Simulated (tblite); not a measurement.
C6H10N2SSi.
Z-matrix (Å and degrees, GFN2-xTB geometry), rows numbered from 1:
```
N 
C   1  1.4539
C   2  1.5005  1  111.15
C   3  1.3811  2  122.62  1   -22.07
C   4  1.3947  3  120.20  2  -179.88
C   5  1.3784  4  118.65  3     0.18
N   6  1.3259  5  121.59  4     0.06
C   7  1.3317  6  120.22  5    -0.26
S   8  1.7139  3  126.61  2    -0.53
Si  9  2.2120  8   84.98  3  -179.80
H   1  1.0153  2  109.98  3   -66.06
H   1  1.0136  2  109.98  3   175.41
H   2  1.1035  1  114.15  3   122.65
H   2  1.0965  1  107.84  3  -118.67
H   4  1.0791  3  118.84  2    -0.04
H   5  1.0779  4  120.77  3  -179.92
H   6  1.0807  5  122.56  4  -179.81
H  10  1.4541  9  109.20  8   -72.56
H  10  1.4782  9   96.16  8   179.78
H  10  1.4547  9  109.54  8    72.10
```

All values are computed: GFN2-xTB (tblite) harmonic vibrations without scaling, gas phase. This tight-binding method is rough: wavenumbers can miss measured ones by several per cent, in bad cases by 10 to 20. Modes of hydrogen on silicon can be 10 to 20 % off. One conformer, not necessarily the lowest.

Harmonic wavenumbers (cm⁻¹): 46.9, 85.5, 89.5, 128.6, 163.8, 213.5, 280.3, 293.2, 369.4, 408.0, 420.5, 433.6, 473.5, 499.5, 570.0, 572.2, 613.4, 686.0, 713.4, 716.8, 793.9, 825.7, 884.4, 891.0, 900.0, 922.9, 960.9, 1009.5, 1062.6, 1096.8, 1124.3, 1130.9, 1144.9, 1187.1, 1234.4, 1252.5, 1327.5, 1347.2, 1390.3, 1432.5, 1465.1, 1550.3, 1560.8, 1576.5, 2133.5, 2304.9, 2339.0, 2828.0, 2929.6, 3075.8, 3099.7, 3109.5, 3386.0, 3424.5.

A = 1627, B = 778.0, C = 536.0 MHz; mass 170.033 u (most abundant isotopes); point group C1, symmetry number 1.

Q: Zero-point energy?

A: Half the sum of the wavenumbers: 32240 cm⁻¹ = 92.18 kcal/mol.

Q: What is S at 298.15 K and 1 bar for an ideal gas of classical rigid rotors and harmonic oscillators?

A: Translation 41.33, rotation 30.54, vibration 32.02: S = 103.9 cal/(mol K).

Q: And Cp and H(298.15 K) − H(0)?

A: Cp = 43.62 cal/(mol K), of which vibrations give 35.67 (their classical limit is 54 R = 107.3); H(298.15 K) − H(0) = 7.55 kcal/mol without the zero-point energy, 5.18 from vibrations.

Q: Blend soft modes into free rotors: weight 1/[1 + (100 cm⁻¹/ν̃)⁴] for the oscillator and the rest for a rotor with moment μB/(μ + B), μ = h/(8π²ν), B = 10⁻⁴⁴ kg m². What vibrational entropy results?

A: 29.73 cal/(mol K) in place of 32.02, which changes −T·S at 298.15 K by +0.68 kcal/mol.

Q: Which modes carry the vibrational entropy at 298.15 K?

A: 46.9 cm⁻¹: 4.94; 85.5 cm⁻¹: 3.76; 89.5 cm⁻¹: 3.67; 128.6 cm⁻¹: 2.97; 163.8 cm⁻¹: 2.51; 213.5 cm⁻¹: 2.01 cal/(mol K); the other 48 give 12.15 together.

Q: What must be added to the electronic energy to get the Gibbs energy at 298.15 K and 1 bar?

A: ZPE + [H(298.15 K) − H(0)] − T·S = 92.18 + 7.55 − 30.97 = 68.76 kcal/mol.

Hindered rotation and anharmonicity are outside this model. Other conformers, if any are populated, would add a mixing term that is left out. The structure is chiral; the term R ln 2 for an equal mix with its mirror image is left out.
